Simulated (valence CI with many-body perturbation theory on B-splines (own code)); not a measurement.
## Level structure of Ho²⁶⁺

Computed by valence CI with perturbative core correlation (CI+MBPT): five valence electrons over a frozen Dirac-Fock core [Kr], a basis of 7 s, 7 p, 8 d, 6 f, 4 g, 1 h functions for each j, with the one-electron correlation potential Σ1 (screened to all orders), the two-electron term Σ2, the three-electron term Σ3, Breit, model QED; selected single and double excitations, second order for the rest (own B-spline code, finite nucleus).

The last digits are not significant, and no measured levels were compared; by estimate large intervals hold to a few tenths of a per cent, small ones and those within an open d or f shell to about a per cent. Only levels of the ground parity were solved; by the run's estimate the other parity begins above the list, which can be wrong where configurations are misplaced.

Levels 1 to 37 of 37, with energies above the lowest level, (4d3/2^4 4d5/2) J=5/2. "Leading %" is the weight of the configuration and term that name the level; weights of strongly mixed levels are sums over their largest components and can fall short. In the jj column 3d3/2^4 stands for four electrons in 3d with j = 3/2.

| No. | Configuration | Term | J | E (cm⁻¹) | Leading % | Leading jj | g |
| --- | --- | --- | --- | --- | --- | --- | --- |
| 1 | 4d5 | 6S | 5/2 | 0 | 33 | 4d3/2^4 4d5/2 (76 %) | 1.547 |
| 2 | 4d5 | 6S | 5/2 | 52970 | 35 | 4d3/2^3 4d5/2^2 (66 %) | 1.258 |
| 3 | 4d5 | 4G | 7/2 | 83765 | 41 | 4d3/2^3 4d5/2^2 (97 %) | 1.151 |
| 4 | 4d5 | 4D | 3/2 | 86716 | 43 | 4d3/2^3 4d5/2^2 (95 %) | 1.242 |
| 5 | 4d5 | 4G | 11/2 | 89869 | 46 | 4d3/2^3 4d5/2^2 (94 %) | 1.140 |
| 6 | 4d5 | 4G | 9/2 | 98307 | 46 | 4d3/2^3 4d5/2^2 (88 %) | 1.153 |
| 7 | 4d5 | 4D | 5/2 | 102190 | 37 | 4d3/2^3 4d5/2^2 (76 %) | 1.137 |
| 8 | 4d5 | 4P | 1/2 | 107230 | 53 | 4d3/2^3 4d5/2^2 (78 %) | 1.810 |
| 9 | 4d5 | 2F | 7/2 | 118550 | 35 | 4d3/2^3 4d5/2^2 (90 %) | 1.111 |
| 10 | 4d5 | 2D | 5/2 | 136680 | 35 | 4d3/2^2 4d5/2^3 (67 %) | 1.229 |
| 11 | 4d5 | 2D | 3/2 | 146980 | 52 | 4d3/2^3 4d5/2^2 (66 %) | 0.789 |
| 12 | 4d5 | 4D | 7/2 | 151110 | 50 | 4d3/2^2 4d5/2^3 (93 %) | 1.215 |
| 13 | 4d5 | 2I | 11/2 | 155490 | 55 | 4d3/2^2 4d5/2^3 (95 %) | 1.070 |
| 14 | 4d5 | 4G | 9/2 | 160590 | 47 | 4d3/2^2 4d5/2^3 (88 %) | 1.147 |
| 15 | 4d5 | 4D | 1/2 | 164110 | 73 | 4d3/2^2 4d5/2^3 (93 %) | 0.634 |
| 16 | 4d5 | 2I | 13/2 | 169980 | 100 | 4d3/2^2 4d5/2^3 (100 %) | 1.074 |
| 17 | 4d5 | 4P | 3/2 | 170400 | 52 | 4d3/2^2 4d5/2^3 (92 %) | 1.200 |
| 18 | 4d5 | 2F | 5/2 | 174820 | 41 | 4d3/2^2 4d5/2^3 (90 %) | 1.014 |
| 19 | 4d5 | 2H | 9/2 | 190400 | 52 | 4d3/2^2 4d5/2^3 (99 %) | 1.109 |
| 20 | 4d5 | 2G | 7/2 | 194650 | 61 | 4d3/2^2 4d5/2^3 (98 %) | 0.990 |
| 21 | 4d5 | 4F | 5/2 | 197840 | 58 | 4d3/2^2 4d5/2^3 (93 %) | 1.039 |
| 22 | 4d5 | 2D | 3/2 | 204830 | 86 | 4d3/2^2 4d5/2^3 (67 %) | 0.818 |
| 23 | 4d5 | 2S | 1/2 | 214190 | 45 | 4d3/2^2 4d5/2^3 (63 %) | 1.848 |
| 24 | 4d5 | 2F | 7/2 | 214730 | 44 | 4d3/2^2 4d5/2^3 (86 %) | 1.056 |
| 25 | 4d5 | 4P | 5/2 | 230290 | 35 | 4d3/2 4d5/2^4 (86 %) | 1.234 |
| 26 | 4d5 | 2G | 9/2 | 233340 | 66 | 4d3/2^2 4d5/2^3 (84 %) | 1.103 |
| 27 | 4d5 | 4F | 7/2 | 251310 | 33 | 4d3/2 4d5/2^4 (96 %) | 1.194 |
| 28 | 4d5 | 2H | 11/2 | 258620 | 60 | 4d3/2 4d5/2^4 (97 %) | 1.068 |
| 29 | 4d5 | 2D | 3/2 | 260860 | 50 | 4d3/2 4d5/2^4 (84 %) | 0.910 |
| 30 | 4d5 | 2D | 5/2 | 270630 | 65 | 4d3/2^2 4d5/2^3 (50 %) | 1.133 |
| 31 | 4d5 | 2P | 3/2 | 274290 | 77 | 4d3/2^2 4d5/2^3 (84 %) | 1.208 |
| 32 | 4d5 | 2G | 9/2 | 278160 | 71 | 4d3/2 4d5/2^4 (82 %) | 1.112 |
| 33 | 4d5 | 2D | 5/2 | 288430 | 66 | 4d3/2 4d5/2^4 (46 %) | 1.111 |
| 34 | 4d5 | 2G | 7/2 | 294930 | 65 | 4d3/2 4d5/2^4 (90 %) | 0.979 |
| 35 | 4d5 | 2P | 1/2 | 319710 | 69 | 4d3/2 4d5/2^4 (76 %) | 1.034 |
| 36 | 4d5 | 2D | 3/2 | 355740 | 77 | 4d3/2 4d5/2^4 (88 %) | 0.881 |
| 37 | 4d5 | 2D | 5/2 | 360360 | 60 | 4d5/2^5 (75 %) | 1.160 |

The ionisation energy to 4d4 3P_0 of the next ion comes out as 930.43 eV (NIST: 929 ± 4 eV (theoretical)). All 37 levels together are meant to be complete up to 375040 cm⁻¹.
